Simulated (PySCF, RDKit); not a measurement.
Noncovalent pair: CH4 (SMILES C) (first 5 atoms) with C2H3N (SMILES CC#N); geometry from B3LYP-D3(BJ)/def2-TZVP, rigid monomers moved along the line of their centres of mass till C1···H10 is 2.71 Å.
(charge 0, multiplicity 1):
```xyz
11

C     -0.03104     0.42615     0.17979
H      0.13439     0.25247    -0.88242
H      0.51385     1.31956     0.48449
H     -1.09710     0.56818     0.35652
H      0.32407    -0.43202     0.74772
C     -0.48815     0.68101     3.65348
C      0.14783    -0.60447     3.41553
N      0.65076    -1.61961     3.22166
H      0.11242     1.27582     4.34196
H     -0.58980     1.22380     2.71385
H     -1.47835     0.53600     4.08592
```

Monomers are frozen at their geometry in the pair; levels with a basis set take the counterpoise correction. Rows marked so take none. RDKit's UFF carries no charges.

Rows in 6-311+G**, 6-31G* carry no dispersion term and start afresh at each structure (6-31G* with six Cartesian d functions). MP2/6-31G* freezes PySCF's default core.

The values were computed with PySCF for 6-311+G** rows, 6-31G* rows; RDKit for the force fields. Each number belongs to the level named beside it.

Q: Estimate the interaction energy that MP2/6-31G* (no counterpoise) returns for this input.

A: -0.2 kcal/mol

Q: Predict the interaction energy from B3LYP/6-311+G** (no counterpoise).

A: 1.1 kcal/mol

Q: Predict the interaction energy from UFF.

A: 0.2 kcal/mol
